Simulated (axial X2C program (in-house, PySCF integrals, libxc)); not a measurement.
Results of a calculation; reference values are marked as such.
# ZrO⁺: input and output of an EOM-EA-CCSD run

Program: an axial X2C code built on PySCF integrals.

Input and command:
```json
{"zs": [40, 8], "q": 1, "bas": ["dyall-acv3z", "dyall-av3z"], "r0": 1.84, "eom": "ea", "thr": -2.0, "nmax": 92, "grid": [1, 0.96, 1.045, 0.92, 1.09, 1.15]}
```
```bash
python soeom.py task.json out
```

Keys: zs atomic numbers; q charge; bas basis sets; r0 starting distance in Å; eom kind of EOM run; thr threshold in hartree for freezing inner shells (an s shell follows its p shell); nmax most natural virtual spinors; grid distances as factors.

Output at R = 1.674 Å (near the PBE0 minimum at charge 1 of the determinant lowest at the starting distance; the state shown can have its own minimum elsewhere), reference ZrO²⁺:

```
two-component X2C + atomic mean field  HF
basis functions 224  fitting functions 1043  grid points 5075
iter        total energy     max residual
   1      -3669.112712741     2.52e-01
   2      -3669.136550652     1.31e-02
   3      -3669.133323511     1.80e-02
   4      -3669.140639394     1.28e-03
   5      -3669.140679300     4.21e-04
   6      -3669.140685001     2.39e-04
   7      -3669.140686728     8.96e-05
   8      -3669.140687539     5.20e-05
   9      -3669.140687813     1.45e-05
  10      -3669.140687829     3.25e-06
  11      -3669.140687829     1.15e-06
converged
one-electron -5239.65097191  Coulomb 1591.75384844  exact exchange -120.79857985  xc functional 0.00000000  nuclear repulsion 101.15693399  atomic mean-field constant -1.60191850
correlated 16  virtual 328  natural virtual 88  E(MP2) -0.606857960  MP2 remainder -0.090135514
iter   CCSD correlation   residual
   1     -0.448194990   3.39e-01
   2     -0.483616284   2.57e-01
   3     -0.487644374   3.70e-02
   4     -0.488818274   1.44e-02
   5     -0.489003255   4.53e-03
   6     -0.488991294   1.72e-03
   7     -0.488953619   7.60e-04
   8     -0.488954397   3.14e-04
   9     -0.488963035   1.51e-04
  10     -0.488961402   8.50e-05
  11     -0.488961218   3.99e-05
  12     -0.488961643   1.93e-05
  13     -0.488960966   8.92e-06
  14     -0.488961085   4.84e-06
  15     -0.488960937   2.78e-06
  16     -0.488960951   1.42e-06
(T) -0.026376760  T1 0.0411  D1 0.0716  max T2 0.044
EOM-EA-CCSD roots
2*Omega      energy/Eh   energy/eV  one-particle weight
    1      -0.49076842    -13.3545      0.978
    1      -0.42418377    -11.5426      0.968
    1      -0.36815027    -10.0179      0.975
    1      -0.31397306     -8.5436      0.977
    1      -0.22173984     -6.0338      0.988
    3      -0.50225125    -13.6670      0.965
    3      -0.42077798    -11.4500      0.968
    3      -0.31102808     -8.4635      0.978
    3      -0.18792260     -5.1136      0.995
    5      -0.49879657    -13.5729      0.965
    5      -0.18730616     -5.0969      0.995
    7      -0.09156681     -2.4917      0.000
```
T1 in the output is the amplitude norm over the root of the electron number; divide by √2 for the Lee–Taylor value.

Reference electrons by ω block (each with its −ω partner): 1/2: 16, 3/2: 6, 5/2: 1. Root energies count from the CCSD energy of the reference. The reference has large amplitudes (orbital relaxation or multireference character). Roots of positive energy are unbound. The reference need not be the lowest state of its species. All roots sought are printed; those with a small one-particle weight need a further excitation, are placed far too high, and may in truth lie low or lowest. Inner shells are frozen, and levels at this size can be off by some tenths of an eV.
